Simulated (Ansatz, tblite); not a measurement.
Forces on the cluster Mo₃ at its r2SCAN-D4/def2-TZVP geometry. Charge 0, multiplicity 1.

In the def2 sets Mo takes a core potential; there is no spin–orbit coupling. The xTB rows come from tblite. At HF/def2-TZVP the restricted singlet is unstable: a solution with broken spin symmetry lies lower. At PBE0-D4/def2-TZVP a quintet of charge 0 lies 0.98 eV below the restricted singlet, each at its own geometry. The structure comes from a short search, and lower isomers may exist.

GFN1-xTB (tblite), largest force 48.12 eV/Å:

```xyz
3
positions Å, forces eV/Å
Mo    1.020   -0.639    0.554   18.997  -10.644   23.309
Mo   -0.085   -0.058   -1.182   -3.438   -2.338  -47.940
Mo   -0.935    0.697    0.629  -15.558   12.982   24.631
```

GFN2-xTB (tblite), largest force 31.70 eV/Å:

```
Mo 11.467 -6.295 15.395
Mo -2.265 -1.540 -31.580
Mo -9.202 7.836 16.185
```

HF/def2-TZVP (Ansatz), largest force 2.51 eV/Å:

```
Mo 2.078 -1.404 0.093
Mo -0.025 -0.017 -0.345
Mo -2.053 1.421 0.252
```
